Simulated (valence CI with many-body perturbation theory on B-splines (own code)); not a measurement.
Results of a calculation; reference values are marked as such.
**Ce XIX: magnetic and hyperfine properties of the levels**

Method: valence CI with perturbative core correlation (CI+MBPT): four valence electrons over a frozen Dirac-Fock core [Kr], radial functions for each j: 9 s, 9 p, 10 d, 8 f, 5 g, 3 h, 1 i, with the one-electron correlation potential Σ1 (screened to all orders), the two-electron term Σ2, the three-electron term Σ3, Breit, model QED; selected single and double excitations, second order for the rest (own B-spline code, finite nucleus).

No measured spectrum was set against this ion. As an estimate, terms of the open shell hold to 2 to 4 % of their energy, and close levels can change places. Only levels of the ground parity were solved; by the run's estimate the other parity begins above the list, which can be wrong where configurations are misplaced.

A/g_I is the dipole constant over the nuclear g factor μ/I (μ in nuclear magnetons, uniformly magnetised nucleus), B/Q the quadrupole constant per barn. Both hold the static response of the core; the bare values leave it out. Large factors of s and p1/2 electrons are usually good to 5 to 10 %; those of open d and f shells near neutrality can be off by tens of per cent, and small factors of p3/2, d and f electrons come from cancelling terms and can be off by a factor of two or in sign, in half-filled shells by more. B is blank for J = 1/2, where it vanishes, and for nearly pure S terms. Energies count from the lowest level. Levels with J = 0 are left out.

Levels are named by their leading jj configuration (3d3/2^4 stands for four electrons in 3d with j = 3/2), which in mixed levels can hold well under half, so a name can repeat and another be missing. Letters in brackets count levels of one name in rising energy.

| Level | E (cm⁻¹) | g | A/g_I (MHz) | A/g_I bare | B/Q (MHz/b) | B/Q bare |
| --- | --- | --- | --- | --- | --- | --- |
| (4d3/2^3 4d5/2) J=1 | 16905 | 1.498 | -545 | -1.38 | 1950 | 1850 |
| (4d3/2^2 4d5/2^2) J=2 [a] | 29293 | 1.451 | 1130 | 1610 | 1820 | 1720 |
| (4d3/2^2 4d5/2^2) J=3 [a] | 37508 | 1.409 | 2310 | 2720 | -516 | -504 |
| (4d3/2^3 4d5/2) J=4 | 40317 | 1.276 | 3620 | 3870 | -2920 | -2800 |
| (4d3/2^2 4d5/2^2) J=4 [a] | 59685 | 1.063 | 4040 | 4020 | 54.6 | 36.6 |
| (4d3/2^2 4d5/2^2) J=3 [b] | 68274 | 0.926 | 4620 | 4430 | 1110 | 1050 |
| (4d3/2^2 4d5/2^2) J=2 [b] | 70645 | 0.893 | 4060 | 3830 | 2920 | 2780 |
| (4d3/2^2 4d5/2^2) J=5 | 73217 | 1.076 | 4210 | 4210 | 4150 | 3930 |
| (4d3/2^2 4d5/2^2) J=1 | 76105 | 1.311 | 3420 | 3710 | -194 | -197 |
| (4d3/2^2 4d5/2^2) J=6 | 79046 | 1.109 | 4320 | 4350 | 4430 | 4190 |
| (4d3/2^2 4d5/2^2) J=4 [b] | 86000 | 1.026 | 4810 | 4740 | -2350 | -2220 |
| (4d3/2^2 4d5/2^2) J=2 [c] | 88463 | 1.186 | 3550 | 3680 | 825 | 774 |
| (4d3/2^2 4d5/2^2) J=3 [c] | 90601 | 1.180 | 4160 | 4280 | 1770 | 1680 |
| (4d3/2 4d5/2^3) J=4 [a] | 94790 | 1.167 | 3170 | 3280 | 753 | 715 |
| (4d3/2 4d5/2^3) J=3 [a] | 103210 | 1.089 | 3070 | 3090 | 371 | 361 |
| (4d3/2^2 4d5/2^2) J=2 [d] | 107910 | 1.112 | 5240 | 5270 | 799 | 748 |
| (4d3/2 4d5/2^3) J=5 | 109720 | 1.155 | 3540 | 3640 | -2730 | -2600 |
| (4d3/2 4d5/2^3) J=1 [a] | 112790 | 0.712 | 5810 | 5340 | 1630 | 1540 |
| (4d3/2 4d5/2^3) J=6 | 113800 | 1.055 | 4250 | 4220 | 5890 | 5600 |
| (4d3/2^2 4d5/2^2) J=4 [c] | 123230 | 1.109 | 3490 | 3530 | 4130 | 3920 |
| (4d3/2^2 4d5/2^2) J=2 [e] | 126360 | 1.266 | 3180 | 3410 | -185 | -177 |
| (4d3/2 4d5/2^3) J=3 [b] | 132810 | 1.071 | 4040 | 4030 | 3790 | 3610 |
| (4d3/2^2 4d5/2^2) J=2 [f] | 138240 | 1.096 | 4200 | 4220 | 2730 | 2600 |
| (4d5/2^4) J=4 | 153550 | 1.127 | 3220 | 3290 | -1080 | -1020 |
| (4d3/2 4d5/2^3) J=3 [c] | 156140 | 1.067 | 4460 | 4440 | 5930 | 5600 |
| (4d3/2 4d5/2^3) J=1 [b] | 157570 | 1.475 | 321 | 832 | -2230 | -2110 |
| (4d5/2^4) J=2 | 157790 | 0.987 | 4730 | 4610 | 2150 | 2040 |
| (4d3/2 4d5/2^3) J=4 [b] | 165150 | 1.072 | 4390 | 4380 | 2770 | 2640 |
| (4d3/2 4d5/2^3) J=2 | 196160 | 0.999 | 4110 | 4010 | -5440 | -5150 |
